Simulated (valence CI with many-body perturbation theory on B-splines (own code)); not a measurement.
## Missing levels of Eu⁵⁵⁺

Method: configuration interaction combined with many-body perturbation theory (CI+MBPT): six valence electrons over a frozen Dirac-Fock core [He], radial functions for each j: 9 s, 9 p, 8 d, 6 f, 3 g, 1 h, with the one-electron correlation potential Σ1 (screened to all orders), the two-electron term Σ2, the three-electron term Σ3, Breit, model QED; selected single and double excitations, second order for the rest, scaled by the run's own slope (own B-spline code, finite nucleus).

The last digits are not significant, and no measured levels were compared; by estimate large intervals hold to a few tenths of a per cent, small ones and those within an open d or f shell to about a per cent. Among the levels kept, up to 2100 cm⁻¹ of a level comes from second order outside the variational space, and about a tenth of that is noise between levels of different J, which matters for small intervals.

```
                         Level  E (eV)
    (2s^2 2p1/2^2 2p3/2^2) J=2     0.0
    (2s^2 2p1/2^2 2p3/2^2) J=0    47.9
      (2s^2 2p1/2 2p3/2^3) J=1   670.2
      (2s^2 2p1/2 2p3/2^3) J=2   688.2
      (2s 2p1/2^2 2p3/2^3) J=2   991.4
      (2s 2p1/2^2 2p3/2^3) J=1  1058.1
            (2s^2 2p3/2^4) J=0  1376.3
        (2s 2p1/2 2p3/2^4) J=0  1671.0
        (2s 2p1/2 2p3/2^4) J=1       ?
         (2p1/2^2 2p3/2^4) J=0       ?
   (2s^2 2p1/2^2 2p3/2 3s) J=2       ?
   (2s^2 2p1/2^2 2p3/2 3s) J=1  6197.7
(2s^2 2p1/2^2 2p3/2 3p1/2) J=1  6285.3
(2s^2 2p1/2^2 2p3/2 3p1/2) J=2       ?
(2s^2 2p1/2^2 2p3/2 3p3/2) J=3  6476.6
(2s^2 2p1/2^2 2p3/2 3p3/2) J=1       ?
(2s^2 2p1/2^2 2p3/2 3p3/2) J=2  6500.0
(2s^2 2p1/2^2 2p3/2 3p3/2) J=0       ?
(2s^2 2p1/2^2 2p3/2 3d3/2) J=2  6576.4
(2s^2 2p1/2^2 2p3/2 3d3/2) J=3  6583.2
```

Levels are named by their leading jj configuration (3d3/2^4 stands for four electrons in 3d with j = 3/2), which in mixed levels can hold well under half, so a name can repeat and another be missing.

(1) The levels stand in rising order. What does the calculation give for the missing energies?

Answers

(1) (2s 2p1/2 2p3/2^4) J=1 1705.6; (2p1/2^2 2p3/2^4) J=0 2083.5; (2s^2 2p1/2^2 2p3/2 3s) J=2 6190.1; (2s^2 2p1/2^2 2p3/2 3p1/2) J=2 6287.1; (2s^2 2p1/2^2 2p3/2 3p3/2) J=1 6476.8; (2s^2 2p1/2^2 2p3/2 3p3/2) J=0 6521.1.
